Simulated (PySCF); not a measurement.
A geometry optimisation on BrH (`Br`).

Computed with CAM-B3LYP/def2-TZVP geometry optimisation, gas phase (PySCF 2.14.0). Start geometry: GFN2-xTB. The input is one job of a driver script: a line of settings, then coordinates in Å.

Input:
```
{"job": {"xc": "CAM-B3LYP", "basis": "def2-TZVP", "grid": 1, "kind": "geom"}, "charge": 0, "multiplicity": 1}
Br     0.702091    -0.002743    -0.003020
H     -0.699334     0.004011    -0.011129
```

Estimate the output.

```
step   0  E = -2574.88305377  max force = 0.009447
step   1  E = -2574.88319185  max force = 0.003121
step   2  E = -2574.88320965  max force = 0.000631
step   3  E = -2574.88321038  max force = 0.000013
optimisation converged
```

Energies in Eh; «max force» is the largest Cartesian gradient component in Eh/bohr.

Give the first gradient maximum in eV/Å.

With 1 Eh/bohr = 51.422 eV/Å, 0.486 eV/Å.

Summary of the converged run: final energy -2574.88321 Eh after 3 steps; dipole 0.96 D.

Give the final coordinates.

0.009 Å rms from the input after alignment:
```
atom  x, y, z in Å
Br1    0.7191   -0.0060   -0.0029
H2    -0.7002    0.0009   -0.0113
```

Hardware: Arm Neoverse V1, one thread, shared host with 32 logical CPUs at a one-minute load of 19. Cost: 2.6 s of wall time, 0.29 GiB resident at most.
Labels such as C1 count atoms from 1, the log's own numbers from 0.
